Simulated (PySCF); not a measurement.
A calculated (B3LYP, PySCF 2.14, x2c-SVPall, scalar relativity by spin-free X2C-1e) atom or ion has these occupied shells.

```csv
shell,electrons,orbital energy (eV),"rms radius, mean of both spins (bohr)"
1s α,1,-3577.8,0.0938
1s β,1,-3577.5,0.0938
2s α,1,-391.04,0.419
2s β,1,-390.81,0.419
2p α,3,-316.32,0.388
2p β,3,-315.96,0.388
3s α,1,-61.946,1.36
3s β,1,-60.127,1.36
3p α,3,-43.374,1.54
3p β,2,-42.104,1.54
```

Question: Name the element and its charge.

Answer: K(2+) (potassium, charge +2), in [Ne] 3s2 3p5, 2P determinant.
